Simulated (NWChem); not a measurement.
Species: SnH2, singlet; SMILES [SnH2]

All runs: NWChem. Medium grid unless said otherwise, to which SCAN and Minnesota functionals are sensitive. Low-valent species are run as closed-shell singlets; no triplet was tried in these runs. Coordinates come from a PBE0/def2-SVP optimisation. def2 effective core potentials on Sn; no spin-orbit coupling. Total energies of different functionals are on different scales.

```
level                                                               energy (Ha)  highest occupied level (eV)  orbital gap (eV)  dipole (D)
------------------------------------------------------------------  -----------  ---------------------------  ----------------  ----------
B3LYP/def2-SVP                                                        -215.5286                        -6.42              3.22        0.68
PBE/def2-SVP                                                          -215.4393                        -5.61              1.87        0.59
LC-wPBE (HJS exchange hole, range parameter 0.4 per bohr)/def2-SVP    -215.4842                        -9.01              8.21        0.53
r2SCAN0/def2-SVP                                                      -215.4953                        -6.74              3.88        0.58
PW6B95/def2-SVP                                                       -215.5813                        -6.62              3.73        0.68
MPW1K/def2-SVP                                                        -215.5371                        -7.29              4.89        0.60
M06-L/def2-SVP                                                        -215.6061                        -5.68              2.26        0.87
N12/def2-SVP                                                          -216.0130                          [?]              1.87        0.70
LRC-wPBEh/def2-SVP                                                    -215.4626                        -8.33              7.07        0.56
```

Question: What belongs in the gaps?

Answer: 
- N12/def2-SVP, highest occupied level (eV): -5.36
